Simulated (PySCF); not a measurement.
Simulated Si 2p region for `N[Si@@H]([SiH3])C[SiH3]`, binding energy against the vacuum level.

Every computed line was given a Gaussian of 0.8 eV full width at half maximum and an area set by the number of equivalent atoms (split 2:1 within a doublet); the highest printed point is 100. Theory: delta-SCF UKS SCAN, pcX-2 on the ionised atom, pcseg-1 elsewhere, spin-free X2C in PySCF.

binding energy (eV), intensity and a bar:
```
    105.1          0 
    105.2          0 
    105.3          1 
    105.4          2 #
    105.5          4 #
    105.6          8 ###
    105.7         15 ####
    105.8         24 #######
    105.9         37 ###########
    106.0         51 ###############
    106.1         67 ####################
    106.2         81 ########################
    106.3         92 ############################
    106.4         99 ##############################
    106.5        100 ##############################
    106.6         97 #############################
    106.7         90 ###########################
    106.8         82 #########################
    106.9         73 ######################
    107.0         64 ###################
    107.1         54 ################
    107.2         44 #############
    107.3         35 ##########
    107.4         26 ########
    107.5         18 #####
    107.6         11 ###
    107.7          7 ##
    107.8          4 #
    107.9          2 #
    108.0          1 
    108.1          0 
    108.2          0 
    108.3          0
```

**Question.** How many maxima does the curve show, and how many computed lines lie under it?

**Answer.** The curve has 1 maximum (at 106.5 eV). Under it lie 6 lines from 3 inequivalent silicon sites, each drawn as a 2p3/2, 2p1/2 pair. At this width some lines have no maximum of their own.

**Question.** Decompose the envelope and assign each component. Numbering: `[NH2:1][Si@@H:2]([SiH3:3])[CH2:4][SiH3:5]`.

**Answer.** 
```csv
position (eV),relative area,line,atoms,environment
106.23,0.67,Si 2p3/2,Si3,SiH3 silicon
106.39,0.67,Si 2p3/2,Si2,SiH silicon
106.51,0.67,Si 2p3/2,Si5,SiH3 silicon
106.85,0.33,Si 2p1/2,Si3,SiH3 silicon
107.02,0.33,Si 2p1/2,Si2,SiH silicon
107.14,0.33,Si 2p1/2,Si5,SiH3 silicon
```

**Question.** What are the centre and the root-mean-square width of the whole band?

**Answer.** The area-weighted mean of the lines is 106.59 eV. Their own spread about it is 0.32 eV (rms) and each Gaussian has σ = 0.8/2.355 = 0.34 eV; the variances add, which gives 0.46 eV.

The listed Si 2p3/2 values span 0.28 eV, from Si3 (bonded to 3 H and Si) to Si5 (bonded to C and 3 H). Summing the Pauling electronegativity differences to the bonded atoms, each weighted by its formal bond order, gives +0.90 for the lowest site and +1.55 for the highest; the largest sum, +2.09, belongs to Si2, 0.12 eV below the top.

Shake-up satellites, vibrational structure and lifetime widths aren't simulated. The 2p values aren't plain energy differences: one relaxed spin-free 2p hole is combined with a matrix within the shell (ground-state 2p orbital-energy differences and spin–orbit coupling). 2p3/2, the mean of its two sublevels, lies a third of the splitting below the shell's mean and 2p1/2 two thirds above it; the statistical areas are 2:1. 2p1/2 minus 2p3/2 (ligand field included): Si 0.62 eV. The structure is a single PBE0-D3(BJ)/def2-SVP conformer in the gas phase; no vibrational or solvent corrections.

Shape of the structure used: `[NH2:1][Si@@H:2]([SiH3:3])[CH2:4][SiH3:5]`: N1–Si2–C4–Si5 177°, H–N1–Si2–Si3 -51°, H–N1–Si2–Si3 166°.
